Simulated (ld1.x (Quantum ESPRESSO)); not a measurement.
## nitrogen (N): ultrasoft pseudisation with PBE, scalar-relativistic reference atom.

ld1.x (Quantum ESPRESSO) 7.5 input, shortened:

```
&input
   title='N', zed=7., rel=1, dft='PBE', iswitch=3,
   config='[He] 2s1.5 2p3.5 3d-2'
 /
 &inputp
   pseudotype=3, tm=.true., lloc=-1, rcloc=0.95,
   nlcc=.true., rcore=0.40
 /
6
2S  1  0   1.50   0.00  0.65  0.80  0.0
2S  1  0   0.00  -0.70  0.65  0.80  0.0
2P  2  1   3.50   0.00  1.05  1.10  0.0
2P  2  1   0.00   0.25  1.05  1.10  0.0
3D  3  2  -2.00   0.45  0.80  1.10  0.0
3D  3  2  -2.00   3.05  0.80  1.10  0.0
 &test
   configts(1)='2s1.5 2p3.5'
 /
```

**Question.** Estimate the cutoffs (Ry, on a coarse ladder) from which the occupation-weighted sum of valence levels, in a spherical-Bessel basis at the reference potential, stays within 10 and 1 mRy of its value at 400 Ry.

**Answer.** 55 Ry and 90 Ry.

**Question.** Does the potential have ghost states?

**Answer.** No extra level below or beside the all-electron valence levels (s, p, d, f tested).

**Question.** Is the overlap operator S = 1 + Σ q|β⟩⟨β| positive definite (Bessel basis up to 400 Ry)?

**Answer.** Yes: its lowest eigenvalue is 0.33 (s channel).

**Question.** Tests: 2s2 2p3; 2s2 2p2; 2s2 2p1; 2s1 2p0; 2s1 2p4; 2s2 2p0; 2s2 2p2.5. Which has the largest error in its energy relative to the reference configuration, and how large is it?

**Answer.** 2s1 2p0, with +273 meV (all-electron minus pseudo) on +161.60 eV.
